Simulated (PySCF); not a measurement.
GeEt2Cl2, C₄H₁₀Cl₂Ge.
Bonds: Ge1–C2, Ge1–C9, Ge1–Cl16, Ge1–Cl17, C2–C3, C9–C10. Hydrogens: H4, H5 on C2; H6, H7, H8 on C3; H11, H12 on C9; H13, H14, H15 on C10.

Computed with PySCF 2.14.0, PBE0-D3(BJ)/def2-SVP geometry optimisation, gas phase.

Problem. What internal coordinates does the optimisation give?

Solution. 
```csv
bond,length (pm)
"Ge1–C2, Ge1–C9",194.2
"Ge1–Cl16, Ge1–Cl17",217.1
"C2–C3, C9–C10",152.2
C2–H4 and 3 like bonds,110.3
C3–H6 and 5 like bonds,110.1
```

Bonds in one row agree within 1 pm and their mean is given. A selection of angles:
```csv
angle,degrees
C2–Ge1–C9,118.8
C2–Ge1–Cl16,108.8
C2–Ge1–Cl17,108.1
Cl16–Ge1–Cl17,105.7
Ge1–C2–C3,113.8
Ge1–C2–H4,106.6
Ge1–C2–H5,105.9
C3–C2–H4,111.7
H4–C2–H5,106.8
C2–C3–H6,111.1
H6–C3–H7,107.9
```

Dihedral angles: C9–Ge1–C2–C3 177° (antiperiplanar); C2–Ge1–C9–C10 179° (antiperiplanar). The mirror-image conformer, all signs reversed, is as good.

Of the pairs four or more bonds apart, H14···Cl17 is among the closest relative to their van der Waals radii: 3.08 Å, 104 % of the sum of Bondi's values. Ge1 (germanium bonded to 2 C and 2 Cl) is distorted tetrahedral (angles from 105.7° to 118.8°).

Point group: near C2v, missed by 0.14 Å at most; the miss may be what the optimiser left on a soft mode. No frequency check. The numbers are those of one conformer.
